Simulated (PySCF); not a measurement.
C₈H₆SSe. Atoms are numbered in the order given.

```xyz
16

C     -1.2780     3.0430     0.0000
C     -0.0115     3.5657     0.0000
S      1.1838     2.3337     0.0000
C     -0.0138     1.0759     0.0000
C      0.3788    -0.3167     0.0000
C      1.6492    -0.8453     0.0000
C      1.7198    -2.2667     0.0000
C      0.5095    -2.9002     0.0000
Se    -0.8949    -1.6915     0.0000
C     -1.2806     1.6242     0.0000
H     -2.1805     3.6552     0.0000
H      0.2866     4.6132     0.0000
H      2.5382    -0.2100     0.0000
H      2.6665    -2.8106     0.0000
H      0.3211    -3.9731     0.0000
H     -2.1883     1.0178     0.0000
```
Charge 0, spin multiplicity 1.

Geometry: PBE0-D3(BJ)/def2-SVP. The values are those of a single conformer.

All values below come from PySCF 2.14.0 with TDDFT-PBE/def2-SVP.

Vertical excitations.  State labels are in the subgroup Cs.

**Question.** Give excitation energies, oscillator strengths and character. (The exact figures need the calculation; the answer reports its results.)

**Answer.** 
```csv
state,symmetry,energy (eV),λ (nm),f,main pairs
S1,A',3.77,329,0.396,HOMO→LUMO 98 %
S2,A',4.25,292,0.011,HOMO−1→LUMO 83 %
S3,A",4.42,281,0.000,HOMO→LUMO+1 100 %
S4,A',4.55,272,0.027,"HOMO−2→LUMO 68 %, HOMO→LUMO+2 13 %"
S5,A',4.70,264,0.003,"HOMO→LUMO+2 42 %, HOMO−3→LUMO 27 %, HOMO−2→LUMO 20 %"
S6,A",5.16,240,0.000,HOMO→LUMO+3 100 %
S7,A",5.40,230,0.000,HOMO−1→LUMO+1 98 %
S8,A',5.60,221,0.022,"HOMO−1→LUMO+2 42 %, HOMO→LUMO+4 22 %, HOMO−3→LUMO 17 %, HOMO→LUMO+2 12 %"
S9,A",5.67,219,0.000,HOMO−2→LUMO+1 98 %
S10,A',5.67,218,0.005,"HOMO−3→LUMO 40 %, HOMO−1→LUMO+2 22 %, HOMO→LUMO+2 19 %, HOMO→LUMO+4 6 %"
T1,A',2.51,493,0,HOMO→LUMO 98 %
T2,A',3.57,347,0,HOMO−1→LUMO 99 %
T3,A',3.92,316,0,"HOMO→LUMO+2 72 %, HOMO−3→LUMO 25 %"
T4,A',3.94,315,0,HOMO−2→LUMO 96 %
```
Triplets are in the Tamm–Dancoff approximation, which puts them higher than full response would, so one can lie above its singlet here.
